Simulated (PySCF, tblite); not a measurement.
Species: C2H3FN2SSi.
Bonds: F1–C2, C2–S3 (aromatic), S3–N4 (aromatic), N4–N5 (aromatic), N5–C6 (aromatic), C6–Si7, C2–C6 (aromatic). Hydrogens: H8, H9, H10 on Si7.

Computed geometry: GFN2-xTB, gas phase.

(1) List the bond lengths and angles at this level.

Answers

(1) 
| bond | length (Å) |
| --- | --- |
| F1–C2 | 1.325 |
| C2–S3 | 1.722 |
| S3–N4 | 1.664 |
| N4–N5 | 1.251 |
| N5–C6 | 1.345 |
| C6–Si7 | 1.886 |
| C2–C6 | 1.373 |
| Si7–H8, Si7–H9, Si7–H10 | 1.461 |

Bonds in one row agree within 0.01 Å and their mean is given. A selection of angles:
| angle | degrees |
| --- | --- |
| F1–C2–S3 | 122.7 |
| F1–C2–C6 | 127.0 |
| S3–C2–C6 | 110.3 |
| C2–S3–N4 | 89.3 |
| S3–N4–N5 | 114.0 |
| N4–N5–C6 | 116.5 |
| N5–C6–Si7 | 122.0 |
| C2–C6–N5 | 109.9 |
| C2–C6–Si7 | 128.1 |
| C6–Si7–H8 | 107.1 |
| C6–Si7–H9 | 106.3 |
| H8–Si7–H9 | 112.8 |
| H8–Si7–H10 | 110.3 |

The 5-membered ring C2–S3–N4–N5–C6 has internal angles of 89.3° to 116.5° (sum 540°, against 540° for a flat polygon); it is planar, 0.00 Å rms from its mean plane, widest ring torsion 0°. Si7 (SiH3 silicon) is tetrahedral (angles from 106.3° to 112.8°). The 7 heavy atoms lie in one plane (0.000 Å rms).

Point group: Cs (every atom within 0.08 Å of its image). Its GFN2-xTB frequencies are all real (lowest 28 cm⁻¹). 2 starts were optimised and ended at 0.00 and 0.02 kcal/mol (GFN2-xTB); the lowest of these is shown.
